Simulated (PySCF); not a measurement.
C7H7IrO4, SMILES [O]1->[Ir](<-[C-]#[O+])([O]C(C)=CC=1C)<-[C-]#[O+], multiplicity 1.

Coordinates come from a B3LYP-D3(BJ)/def2-SVP optimisation. The multiplicity is an assumed one; no other spin state was optimised. The isomer is the one that the SMILES or the coordinates give; other isomers of the formula were not compared. The def2 effective core potentials stand for the cores of Ir; spin–orbit coupling is left out. The values are those of a single conformer.

Calculation: B3LYP-D3(BJ)/def2-SVP (PySCF).

Frequencies are harmonic and unscaled.

```json
[
 {"mode": "1", "ν (cm⁻¹)": "55", "IR (km/mol)": "0.0", "moving atoms (share of kinetic energy)": "O 49 %, C 38 %, H 14 %"},
 {"mode": "2", "ν (cm⁻¹)": "62", "IR (km/mol)": "0.6", "moving atoms (share of kinetic energy)": "O 52 %, Ir 20 %, C 19 %, H 9 %"},
 {"mode": "3", "ν (cm⁻¹)": "81", "IR (km/mol)": "2.2", "moving atoms (share of kinetic energy)": "H 86 %, C 11 %"},
 {"mode": "4", "ν (cm⁻¹)": "82", "IR (km/mol)": "0.3", "moving atoms (share of kinetic energy)": "O 60 %, C 21 %, Ir 15 %"},
 {"mode": "5", "ν (cm⁻¹)": "93", "IR (km/mol)": "0.0", "moving atoms (share of kinetic energy)": "H 93 %"},
 {"mode": "6", "ν (cm⁻¹)": "101", "IR (km/mol)": "0.1", "moving atoms (share of kinetic energy)": "O 88 %, C 9 %"},
 {"mode": "7", "ν (cm⁻¹)": "160", "IR (km/mol)": "0.0", "moving atoms (share of kinetic energy)": "O 77 %, C 13 %, H 10 %"},
 {"mode": "8", "ν (cm⁻¹)": "171", "IR (km/mol)": "0.3", "moving atoms (share of kinetic energy)": "C 59 %, H 29 %, O 12 %"},
 {"mode": "9", "ν (cm⁻¹)": "181", "IR (km/mol)": "4.8", "moving atoms (share of kinetic energy)": "O 63 %, C 17 %, Ir 11 %, H 9 %"},
 {"mode": "10", "ν (cm⁻¹)": "230", "IR (km/mol)": "1.8", "moving atoms (share of kinetic energy)": "C 44 %, O 27 %, Ir 24 %"},
 {"mode": "11", "ν (cm⁻¹)": "256", "IR (km/mol)": "0.2", "moving atoms (share of kinetic energy)": "C 52 %, H 29 %, O 19 %"},
 {"mode": "12", "ν (cm⁻¹)": "275", "IR (km/mol)": "0.8", "moving atoms (share of kinetic energy)": "C 53 %, O 18 %, H 18 %, Ir 11 %"},
 {"mode": "13", "ν (cm⁻¹)": "417", "IR (km/mol)": "12.1", "moving atoms (share of kinetic energy)": "C 48 %, O 39 %, H 12 %"},
 {"mode": "14", "ν (cm⁻¹)": "458", "IR (km/mol)": "16.9", "moving atoms (share of kinetic energy)": "C 46 %, O 40 %, H 11 %"},
 {"mode": "15", "ν (cm⁻¹)": "518", "IR (km/mol)": "5.0", "moving atoms (share of kinetic energy)": "C 49 %, O 44 %"},
 {"mode": "16", "ν (cm⁻¹)": "521", "IR (km/mol)": "0.0", "moving atoms (share of kinetic energy)": "C 83 %, O 15 %"},
 {"mode": "17", "ν (cm⁻¹)": "528", "IR (km/mol)": "0.6", "moving atoms (share of kinetic energy)": "O 54 %, C 39 %"},
 {"mode": "18", "ν (cm⁻¹)": "533", "IR (km/mol)": "33.1", "moving atoms (share of kinetic energy)": "C 63 %, O 25 %"},
 {"mode": "19", "ν (cm⁻¹)": "564", "IR (km/mol)": "0.0", "moving atoms (share of kinetic energy)": "C 60 %, H 28 %, O 12 %"},
 {"mode": "20", "ν (cm⁻¹)": "565", "IR (km/mol)": "10.5", "moving atoms (share of kinetic energy)": "C 79 %, O 14 %"},
 {"mode": "21", "ν (cm⁻¹)": "620", "IR (km/mol)": "16.2", "moving atoms (share of kinetic energy)": "O 63 %, C 20 %, H 14 %"},
 {"mode": "22", "ν (cm⁻¹)": "657", "IR (km/mol)": "7.2", "moving atoms (share of kinetic energy)": "C 81 %, O 11 %"},
 {"mode": "23", "ν (cm⁻¹)": "688", "IR (km/mol)": "1.4", "moving atoms (share of kinetic energy)": "C 60 %, H 29 %, O 11 %"},
 {"mode": "24", "ν (cm⁻¹)": "691", "IR (km/mol)": "16.2", "moving atoms (share of kinetic energy)": "C 46 %, O 37 %, H 17 %"},
 {"mode": "25", "ν (cm⁻¹)": "812", "IR (km/mol)": "12.3", "moving atoms (share of kinetic energy)": "H 87 %, C 12 %"},
 {"mode": "26", "ν (cm⁻¹)": "962", "IR (km/mol)": "0.3", "moving atoms (share of kinetic energy)": "C 53 %, H 35 %, O 12 %"},
 {"mode": "27", "ν (cm⁻¹)": "972", "IR (km/mol)": "8.9", "moving atoms (share of kinetic energy)": "C 66 %, O 18 %, H 16 %"},
 {"mode": "28", "ν (cm⁻¹)": "1032", "IR (km/mol)": "0.0", "moving atoms (share of kinetic energy)": "H 65 %, C 31 %"},
 {"mode": "29", "ν (cm⁻¹)": "1038", "IR (km/mol)": "18.6", "moving atoms (share of kinetic energy)": "H 52 %, C 48 %"},
 {"mode": "30", "ν (cm⁻¹)": "1046", "IR (km/mol)": "0.0", "moving atoms (share of kinetic energy)": "H 55 %, C 44 %"},
 {"mode": "31", "ν (cm⁻¹)": "1052", "IR (km/mol)": "17.5", "moving atoms (share of kinetic energy)": "H 37 %, C 37 %, O 26 %"},
 {"mode": "32", "ν (cm⁻¹)": "1219", "IR (km/mol)": "19.7", "moving atoms (share of kinetic energy)": "H 73 %, C 15 %, O 11 %"},
 {"mode": "33", "ν (cm⁻¹)": "1312", "IR (km/mol)": "43.8", "moving atoms (share of kinetic energy)": "C 68 %, H 27 %"},
 {"mode": "34", "ν (cm⁻¹)": "1378", "IR (km/mol)": "23.5", "moving atoms (share of kinetic energy)": "H 79 %, C 20 %"},
 {"mode": "35", "ν (cm⁻¹)": "1384", "IR (km/mol)": "1.4", "moving atoms (share of kinetic energy)": "H 70 %, C 30 %"},
 {"mode": "36", "ν (cm⁻¹)": "1434", "IR (km/mol)": "68.4", "moving atoms (share of kinetic energy)": "H 71 %, C 24 %"},
 {"mode": "37", "ν (cm⁻¹)": "1443", "IR (km/mol)": "0.0", "moving atoms (share of kinetic energy)": "H 96 %"},
 {"mode": "38", "ν (cm⁻¹)": "1444", "IR (km/mol)": "15.2", "moving atoms (share of kinetic energy)": "H 96 %"},
 {"mode": "39", "ν (cm⁻¹)": "1455", "IR (km/mol)": "65.2", "moving atoms (share of kinetic energy)": "H 82 %, C 16 %"},
 {"mode": "40", "ν (cm⁻¹)": "1492", "IR (km/mol)": "45.4", "moving atoms (share of kinetic energy)": "C 54 %, H 28 %, O 18 %"},
 {"mode": "41", "ν (cm⁻¹)": "1581", "IR (km/mol)": "416.4", "moving atoms (share of kinetic energy)": "C 82 %, H 15 %"},
 {"mode": "42", "ν (cm⁻¹)": "1641", "IR (km/mol)": "540.2", "moving atoms (share of kinetic energy)": "C 73 %, O 23 %"},
 {"mode": "43", "ν (cm⁻¹)": "2106", "IR (km/mol)": "949.6", "moving atoms (share of kinetic energy)": "C 61 %, O 39 %"},
 {"mode": "44", "ν (cm⁻¹)": "2168", "IR (km/mol)": "763.9", "moving atoms (share of kinetic energy)": "C 62 %, O 38 %"},
 {"mode": "45", "ν (cm⁻¹)": "3042", "IR (km/mol)": "4.8", "moving atoms (share of kinetic energy)": "H 97 %"},
 {"mode": "46", "ν (cm⁻¹)": "3042", "IR (km/mol)": "1.9", "moving atoms (share of kinetic energy)": "H 97 %"},
 {"mode": "47", "ν (cm⁻¹)": "3117", "IR (km/mol)": "0.0", "moving atoms (share of kinetic energy)": "H 91 %, C 9 %"},
 {"mode": "48", "ν (cm⁻¹)": "3118", "IR (km/mol)": "5.2", "moving atoms (share of kinetic energy)": "H 91 %, C 9 %"},
 {"mode": "49", "ν (cm⁻¹)": "3158", "IR (km/mol)": "18.4", "moving atoms (share of kinetic energy)": "H 90 %, C 10 %"},
 {"mode": "50", "ν (cm⁻¹)": "3158", "IR (km/mol)": "0.0", "moving atoms (share of kinetic energy)": "H 90 %, C 10 %"},
 {"mode": "51", "ν (cm⁻¹)": "3217", "IR (km/mol)": "5.0", "moving atoms (share of kinetic energy)": "H 92 %, C 8 %"}
]
```
